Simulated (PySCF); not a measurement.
# Excitation energies in several basis sets

CH₇BFPSi.
Geometry (PBE0-D3(BJ)/def2-SVP, Å), atoms numbered from 1 in this order:
```
atom  x, y, z in Å
C1     2.1495    0.3758   -0.4348
B2     0.8727    0.1225    0.4290
F3     0.6457    0.9276    1.4704
P4    -0.3448   -1.3419    0.1883
Si5   -2.3034   -0.2365    0.3288
H6     2.3018   -0.3434   -1.2501
H7     2.0962    1.3905   -0.8665
H8     3.0403    0.3685    0.2172
H9    -0.2511   -1.4642   -1.2280
H10   -3.4021   -1.1677   -0.0657
H11   -2.3724    0.9769   -0.5429
H12   -2.4820    0.1681    1.7527
```

TDDFT with PBE0 (PySCF), vertical singlets, core orbitals frozen in the response, spherical d and f functions. The structure is a single PBE0-D3(BJ)/def2-SVP conformer in the gas phase; no vibrational or solvent corrections.

```csv
basis,functions,diffuse,S1 (eV),S2 (eV),S3 (eV),S4 (eV),S5 (eV),LUMO (eV),α (au)
6-31+G*,112,yes,5.36,6.02,6.28,6.46,6.81,-0.85,78.1
aug-cc-pVDZ,186,yes,5.28,5.95,6.18,6.35,6.60,-0.92,86.4
def2-TZVP,209,no,5.31,6.17,6.29,6.54,6.92,-0.87,81.7
def2-TZVPD,263,yes,5.27,6.01,6.15,6.38,6.55,-0.94,86.1
```

Problem. How much do these states and the polarisability depend on the basis?

Solution. States are compared by their number. Against the largest diffuse basis here (def2-TZVPD, itself not a converged limit), sets without diffuse functions differ by up to 0.04 eV in S1 and 0.36 eV in S5; the smaller diffuse sets differ by up to 0.10 and 0.26 eV. State by state, the largest deviation of a set without diffuse functions is S1 0.04, S2 0.16, S3 0.14, S4 0.16, S5 0.36 eV. The same number needn't mean the same state in each row. Against def2-TZVPD the polarisability deviates by -9% in 6-31+G*, 0% in aug-cc-pVDZ, -5% in def2-TZVP. A single + in a Pople set puts diffuse functions on heavy atoms only.
